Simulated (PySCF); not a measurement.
Geometry (Å), atoms numbered from 1 in this order:
```xyz
20

O     4.3963   -0.3856   -0.2945
C     3.4719    0.3586   -0.3177
F     3.6640    1.6744   -0.5044
C     2.0470    0.0126   -0.1605
C     1.7172   -1.3529    0.0458
C     0.4074   -1.7264    0.1975
C    -0.6367   -0.7636    0.1516
C    -1.9996   -1.1203    0.3038
C    -2.9855   -0.1619    0.2530
C    -2.6569    1.1982    0.0477
C    -1.3438    1.5765   -0.1030
C    -0.3040    0.6120   -0.0556
C     1.0556    0.9725   -0.2087
H     2.5280   -2.0828    0.0794
H     0.1485   -2.7760    0.3565
H    -2.2549   -2.1710    0.4624
H    -4.0325   -0.4507    0.3715
H    -3.4513    1.9468    0.0092
H    -1.0820    2.6256   -0.2620
H     1.3189    2.0198   -0.3676
```

Gas phase, non-relativistic Hamiltonian, single conformer. Geometry from PBE0-D3(BJ)/def2-SVP; GIAO PBE0/pcSseg-1 shieldings; PySCF.

Chemical shifts δ = σref − σ; 13C, 1H against TMS; H2O for 17O; CFCl3 for 19F, all at this level.

```json
{"atoms": "C8", "nucleus": "13C", "count": "1", "Hirshfeld charge": "-0.04", "δ (ppm)": "133.7"}
{"atoms": "C7", "nucleus": "13C", "count": "1", "Hirshfeld charge": "0.01", "δ (ppm)": "139.9"}
{"atoms": "C13", "nucleus": "13C", "count": "1", "Hirshfeld charge": "-0.03", "δ (ppm)": "?"}
{"atoms": "H14", "nucleus": "1H", "count": "1", "Hirshfeld charge": "0.06", "δ (ppm)": "?"}
{"atoms": "O1", "nucleus": "17O", "count": "1", "Hirshfeld charge": "-0.23", "δ (ppm)": "428.1"}
{"atoms": "C12", "nucleus": "13C", "count": "1", "Hirshfeld charge": "0.00", "δ (ppm)": "?"}
{"atoms": "C4", "nucleus": "13C", "count": "1", "Hirshfeld charge": "-0.03", "δ (ppm)": "?"}
{"atoms": "C5", "nucleus": "13C", "count": "1", "Hirshfeld charge": "-0.04", "δ (ppm)": "133.7"}
{"atoms": "C6", "nucleus": "13C", "count": "1", "Hirshfeld charge": "-0.04", "δ (ppm)": "134.1"}
{"atoms": "H18", "nucleus": "1H", "count": "1", "Hirshfeld charge": "0.06", "δ (ppm)": "?"}
{"atoms": "F3", "nucleus": "19F", "count": "1", "Hirshfeld charge": "-0.08", "δ (ppm)": "10.0"}
{"atoms": "C11", "nucleus": "13C", "count": "1", "Hirshfeld charge": "-0.04", "δ (ppm)": "136.2"}
{"atoms": "H17", "nucleus": "1H", "count": "1", "Hirshfeld charge": "0.06", "δ (ppm)": "7.86"}
{"atoms": "H19", "nucleus": "1H", "count": "1", "Hirshfeld charge": "0.06", "δ (ppm)": "?"}
{"atoms": "C2", "nucleus": "13C", "count": "1", "Hirshfeld charge": "0.23", "δ (ppm)": "163.5"}
{"atoms": "C9", "nucleus": "13C", "count": "1", "Hirshfeld charge": "-0.04", "δ (ppm)": "135.3"}
{"atoms": "H15", "nucleus": "1H", "count": "1", "Hirshfeld charge": "0.06", "δ (ppm)": "8.06"}
{"atoms": "H16", "nucleus": "1H", "count": "1", "Hirshfeld charge": "0.05", "δ (ppm)": "8.04"}
{"atoms": "C10", "nucleus": "13C", "count": "1", "Hirshfeld charge": "-0.04", "δ (ppm)": "132.6"}
{"atoms": "H20", "nucleus": "1H", "count": "1", "Hirshfeld charge": "0.05", "δ (ppm)": "8.71"}
```

**Question.** Estimate the values marked ?.

**Answer.** 
- C13: 139.2 ppm, aromatic CH; the aromatic region
- C12: 135.5 ppm, ring-fusion aromatic carbon
- C4: 126.7 ppm, substituted aromatic carbon
- H14: 8.45 ppm, hydrogen on an aromatic CH; ring current plus the deshielding of an ortho carbonyl group
- H19: 8.14 ppm, hydrogen on an aromatic CH; aromatic region
- H18: 7.79 ppm, hydrogen on an aromatic CH; it sits in the deshielding region of the aromatic ring current

Shifts are as computed. Against solution values, carbons near 30 ppm lie about +2 ppm off and those near 130 ppm about +5 ppm. Of 1211 compounds with measured shifts, 218 miss one by over three times the rms of a fit or turn the order of signals round; such compounds aren't used in these exercises. Unscaled 19F shifts against computed CFCl3 carry errors that often reach 10 to 50 ppm. Unscaled 17O shifts of doubly bonded oxygen tend to come out too high, by tens of ppm or more. Experimental scales use liquid or dissolved standards, which lie at an offset from isolated H2O (liquid H2O: subtract about 36 ppm).
